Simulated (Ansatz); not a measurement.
Program: Ansatz. Geometries: PBE0-D4/def2-TZVP. ΔE: electronic, gas phase. CBS: MP2 limit from def2 TZ/QZ plus the TZ coupled-cluster correction, frozen cores. This one scheme is used for every species. Functionals use def2-TZVPP. B3LYP here is the variant with VWN-RPA as its local correlation; programs differ in this. HSE06 is defined as in plane-wave codes. For Ga outer-core shells are correlated without core-valence functions, which leaves a few kJ/mol of doubt a bond. Scalar relativity is left out up to krypton. Each species was taken in one conformer, which may not be the lowest.

Consider the ligand exchange at a Ga–O bond: `C[O][Ga]([F])[Cl]` + H₂S → `[F][Ga]([SH])[Cl]` + CH₃OH.

`C[O][Ga]([F])[Cl]`:

Z-matrix (Å, degrees):
```
C
O 1 1.416
H 1 1.094 2 109.1
H 1 1.094 2 109.1 3 -118.4
H 1 1.095 2 113.2 3 120.8
Ga 2 1.755 1 122.4 3 -121.0
Cl 6 2.103 2 122.4 1 -180.0
F 6 1.744 2 118.4 1 0.0
```

H₂S:

Z-matrix (Å, degrees):
```
S
H 1 1.341
H 1 1.341 2 92.3
```

`[F][Ga]([SH])[Cl]`:

```xyz
5

F    -1.372   -0.837   -0.916
Ga   -0.458    0.189    0.156
S     1.707    0.047    0.162
Cl   -1.563    1.511    1.382
H     1.686   -0.910   -0.784
```

CH₃OH:

Z-matrix (Å, degrees):
```
C
O 1 1.409
H 1 1.097 2 112.4
H 1 1.090 2 107.0 3 -118.5
H 1 1.097 2 112.4 3 123.0
H 2 0.959 1 108.5 3 -61.6
```

```tsv
level	ΔE (kJ/mol)	difference from CCSD(T)/CBS
PBE-D4	-47.1	-6.4
revPBE-D4	-45.8	-5.1
BLYP-D4	-38.2	2.5
r2SCAN-D4	-42.9	-2.2
B97M-V	-42.3	-1.6
PBE0-D4	-49.5	-8.8
B3LYP-D4	-41.1	-0.4
r2SCANh-D4	-44.4	-3.7
r2SCAN0-D4	-46.2	-5.5
HSE06-D4	-49.7	-9.0
BHLYP-D4	-42.6	-1.9
CAM-B3LYP-D4	-36.8	3.9
ωB97X-V	-38.9	1.8
ωB97M-V	-42.5	-1.8
B2PLYP	-37.8	2.9
PBE-QIDH	-44.5	-3.8
PBE	-47.5	-6.8
revPBE	-48.3	-7.6
BLYP	-39.1	1.6
r2SCAN	-43.2	-2.5
B3LYP	-41.5	-0.8
r2SCANh	-44.7	-4.0
r2SCAN0	-46.5	-5.8
BHLYP	-41.7	-1.0
CAM-B3LYP	-37.0	3.7
LC-ωPBE	-41.3	-0.6
RPA@PBE/def2-TZVPP	-31.1	9.6
HF/def2-SVP	-36.6	4.1
CCSD/def2-SVP	-29.0	11.7
CCSD(T)/def2-SVP	-28.7	12.0
HF/def2-TZVPP	-39.4	1.3
MP2/def2-TZVPP	-36.4	4.3
SCS-MP2/def2-TZVPP	-33.0	7.7
CCSD/def2-TZVPP	-35.0	5.7
CCSD(T)/def2-TZVPP	-35.1	5.6
HF/def2-QZVPP	-37.4	3.3
MP2/def2-QZVPP	-39.0	1.7
SCS-MP2/def2-QZVPP	-35.4	5.3
HF/CBS(def2)	-37.1	3.6
CCSD/CBS(def2)	-40.6	0.1
CCSD(T)/CBS	-40.7	0
```

Largest T1 diagnostic among the species: 0.014.

At CCSD(T), def2-SVP lies +12.0 kJ/mol from the extrapolated value and def2-TZVPP +5.6 kJ/mol. Leaving LDA and LC-ωPBE aside and taking each functional with its dispersion term where it has one, the values spread over 13.0 kJ/mol, from HSE06-D4 to CAM-B3LYP-D4.

CCSD(T)/CBS has its own doubt, a few kJ/mol and more with outer-core shells, so smaller differences from it don't rank the levels.
